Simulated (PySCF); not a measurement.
# Simulated characterisation data

Isolated molecule, averaged over atoms made equivalent by symmetry, fast rotation or ring inversion, single conformer, no relativistic terms. Shieldings: GIAO PBE0/pcSseg-1; coordinates at the GFN2-xTB level; PySCF 2.14.

Chemical shifts δ = σref − σ; 1H (31.72 ppm) and 13C (186.93 ppm) vs TMS, all at this level. Splittings of carbon signals by F and P are missing where no couplings were computed. Where no couplings were computed, multiplicities follow the n + 1 count of equivalent neighbours, and m marks all less simple cases (inequivalent or close neighbours, rings, F or P nearby). Shifts are as computed. Against solution values, carbons near 30 ppm lie about +3 ppm off and those near 130 ppm about +5 ppm; carbons on Cl a further +6 ppm. Of 1211 compounds with measured shifts, 218 miss one by over three times the rms of a fit or turn the order of signals round; such compounds aren't used in these exercises. Carbons bonded to Cl come out too deshielded.

**1.** `FC(F)OC1=COC[C@H]1F`, C$_{5}$H$_{5}$F$_{3}$O$_{2}$. 1H NMR (500 MHz, computed): δ 6.84 (m, 1H), 6.80 (m, 1H), 6.25 (m, 1H), 4.79 (m, 1H), 4.69 (m, 1H). 13C{1H} NMR (computed): δ 146.8, 140.5, 123.0, 96.9, 78.7.

**2.** SMILES CCC(=C=O)C(Cl)(Cl)Cl, C$_{5}$H$_{5}$Cl$_{3}$O. 1H NMR (500 MHz, computed): δ 2.43 (q, 2H), 1.36 (t, 3H). 13C{1H} NMR (computed): δ 198.7 (C), 120.0 (C), 60.8 (C), 26.2 (CH2), 17.9 (CH3).
